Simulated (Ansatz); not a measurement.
Ansatz (a program for electronic structure) input (B3LYP-D3(BJ)/def2-TZVP):

Ansatz 0.2 input:
```yaml
crystal:
  periodic: [false, false, false]
  atoms:
    - {symbol: O, position_ang: [1.77825871, -0.47938606, 0.10077056]}
    - {symbol: C, position_ang: [0.53902225, -0.38896001, 0.04751460]}
    - {symbol: C, position_ang: [-0.81785227, -0.94510993, -0.02257629]}
    - {symbol: C, position_ang: [-0.56246391, 0.43957362, 0.01354554]}
    - {symbol: H, position_ang: [-0.93662926, 1.45316860, 0.01499954]}
basis:
  gaussian:
    orbitals: def2-TZVP
hamiltonian:
  xc: b3lyp
  dispersion: d3bj
total_charge: -1
relax: {f_tol: 0.002, max_steps: 150}
```

End of the output:

```
these checks for a lower state are left out or cut short: starts, cluster_reference, orbital_swaps, neighbouring_geometries, increment
integrals: 0.03 GiB planned
735 factors; their error is unknown
mean field: 0.38 GiB planned
mean field -5173.59286913 eV, -190.1260311533 hartree, gradient 1.6e-5 eV, S^2 0.000000; 0 other end points of the search recorded, 0 dependent functions left out
the calculation of the forces begins
reference -5173.59306058 eV, -190.1260381889 hartree; 14, 14 occupied and 116, 116 virtual orbitals, 735 factors
relax step   6: F+E_penalty+E_count = -5173.72859097 eV  Δ(F+E_penalty+E_count) = -1.288e-5 eV  max|allowed force component| = 5.291e-3 eV/Å  Δτ_max = 0.0009 Å  (35 SCF iters, accepted)
these checks for a lower state are left out or cut short: starts, cluster_reference, orbital_swaps, neighbouring_geometries, increment
integrals: 0.03 GiB planned
735 factors; their error is unknown
mean field: 0.38 GiB planned
mean field -5173.59286959 eV, -190.1260311702 hartree, gradient 1.6e-5 eV, S^2 0.000000; 0 other end points of the search recorded, 0 dependent functions left out
the calculation of the forces begins
reference -5173.59306104 eV, -190.1260382058 hartree; 14, 14 occupied and 116, 116 virtual orbitals, 735 factors
relax step   7: F+E_penalty+E_count = -5173.72859193 eV  Δ(F+E_penalty+E_count) = -9.623e-7 eV  max|allowed force component| = 5.756e-4 eV/Å  Δτ_max = 0.0002 Å  (36 SCF iters, accepted)
integrals: 0.03 GiB planned
735 factors; their error is unknown
mean field: 0.38 GiB planned
mean field evaluation 64: about -5173.5929 eV, gradient 3.1e-4 eV
mean field -5173.59286959 eV, -190.1260311702 hartree, gradient 1.6e-5 eV, S^2 0.000000; 1 other end points of the search recorded, 0 dependent functions left out
the calculation of the forces begins
reference -5173.59306104 eV, -190.1260382058 hartree; 14, 14 occupied and 116, 116 virtual orbitals, 735 factors
Total energy: -5173.72878338 eV, -190.1310259098 hartree
Atom 0 at     1.787404    -0.561271     0.099729 Å, force     0.000267    -0.000121     0.000010 eV/Å
Atom 1 at     0.566364    -0.368738     0.049070 Å, force    -0.000311     0.000281    -0.000008 eV/Å
Atom 2 at    -0.788644    -0.894893    -0.020365 Å, force     0.000026     0.000183     0.000005 eV/Å
Atom 3 at    -0.525320     0.469267     0.015674 Å, force    -0.000315     0.000233    -0.000014 eV/Å
Atom 4 at    -1.039469     1.434921     0.010146 Å, force     0.000334    -0.000576     0.000007 eV/Å
Dipole moment:     0.026001     0.591312     0.011717 e Å
```

It need not be the lowest isomer of its formula. Whether it binds its extra electron was not tested at this geometry.
